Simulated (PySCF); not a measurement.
C3H8ClSi, doublet, at a GFN2-xTB geometry.

The PySCF input:
```python
from pyscf import gto, scf, mcscf
import numpy

mol = gto.Mole()
mol.atom = '''
    C    -0.706546    1.703482   -0.824126
    Si   -0.094217    0.041173   -0.306850
    C     1.452511   -0.485825   -1.300190
    C    -1.432600   -1.307220   -0.524540
    Cl    0.414740    0.120067    1.669818
    H    -0.763498    2.539751   -0.150374
    H    -1.034643    1.908600   -1.827300
    H     2.271267    0.211614   -1.152321
    H     1.796728   -1.470121   -0.995833
    H     1.235076   -0.522509   -2.362594
    H    -1.057449   -2.282709   -0.228500
    H    -2.309041   -1.092406    0.079076
    H    -1.750168   -1.372412   -1.560023
'''
mol.basis = 'sto-3g'
mol.charge = 0
mol.spin = 1
mol.verbose = 4
mol.build()

mf = scf.ROHF(mol)
mf.kernel()
mc = mcscf.CASSCF(mf, 7, 7)
mc.fix_spin_(ss=0.75)
mc.kernel()
occ = numpy.linalg.eigvalsh(mc.fcisolver.make_rdm1(mc.ci, mc.ncas, mc.nelecas))[::-1]
ss = mc.fcisolver.spin_square(mc.ci, mc.ncas, mc.nelecas)[0]
print('natural occupations', occ.round(4), ' <S^2>', round(ss, 4))
```

Task: What does this run give for the number of basis functions, total energy, SCF-reference dipole moment, SCF-reference Mulliken (on the basis functions themselves) charges in atom order, natural occupations of the active orbitals?

Result: 
| Property | Result |
|---|---|
| number of basis functions | 41 |
| total energy | -857.1559 Eh |
| SCF-reference dipole moment | 2.97 D |
| SCF-reference Mulliken (on the basis functions themselves) charges in atom order | C1 -0.31, Si2 0.96, C3 -0.36, C4 -0.36, Cl5 -0.41, H6 0.06, H7 0.05, H8 0.06, H9 0.06, H10 0.06, H11 0.06, H12 0.06, H13 0.06 |
| natural occupations of the active orbitals | 1.99, 1.98, 1.97, 1.00, 0.03, 0.02, 0.01 |

These values belong to the state on which the SCF converged, which isn't shown to be the lowest.
